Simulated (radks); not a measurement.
Computed order of ionisation of potassium. At each step one electron was removed from each of the four highest sub-shells of the ion before, moves of one valence electron (up to charge 6) and the configuration listed by NIST were tried, and the lowest configuration was kept. Method: scalar-relativistic Kohn-Sham, PBE, spin-polarised, spherical densities, finite nucleus; Fermi nuclear charge, rms radius of each element as measured or else 0.836 A^(1/3) + 0.57 fm; computed with a radial shooting solver on a logarithmic mesh with Libxc functionals. Open shells are filled with parallel spins first.

| species | lowest configuration found | NIST configuration | margin to the next tried (eV) | IE (eV) | NIST IE (eV) | kind |
|---|---|---|---|---|---|---|
| K | [Ar] 4s1 | same | 1.578 | 4.467 | 4.341 | exp. |
| K+ | [Ar] | same | 20.027 | 31.629 | 31.625 | exp. |
| K2+ | [Ne] 3s2 3p5 | same | 17.074 | 45.789 | 45.803 | semi-emp. |
| K3+ | [Ne] 3s2 3p4 | same | 17.537 | 60.670 | 60.92 | semi-emp. |
| K4+ | [Ne] 3s2 3p3 | same | 17.963 | 81.980 | 82.7 | semi-emp. |
| K5+ | [Ne] 3s2 3p2 | same | 12.252 | 99.619 | 99.4 | semi-emp. |
| K6+ | [Ne] 3s2 3p1 | same | 13.941 | 117.66 | 117.6 | exp. |
| K7+ | [Ne] 3s2 | same | 16.149 | 154.89 | 154.87 | semi-emp. |
| K8+ | [Ne] 3s1 | same | 291.21 | 176.91 | 175.82 | semi-emp. |
| K9+ | [Ne] | same | 297.42 | 504.58 | 503.7 | semi-emp. |
| K10+ | [He] 2s2 2p5 | same | 68.577 | 566.32 | 566 | semi-emp. |
| K11+ | [He] 2s2 2p4 | same | 64.936 | 629.00 | 631 | semi-emp. |
| K12+ | [He] 2s2 2p3 | same | 60.839 | 717.59 | 714.7 | semi-emp. |
| K13+ | [He] 2s2 2p2 | same | 29.100 | 788.21 | 786.3 | semi-emp. |

Reference values: NIST Atomic Spectra Database (exp. = measured, semi-emp. = semi-empirical, theory = theoretical value adopted there). Open shells are spherical and high-spin; term and fine-structure splittings are not resolved.
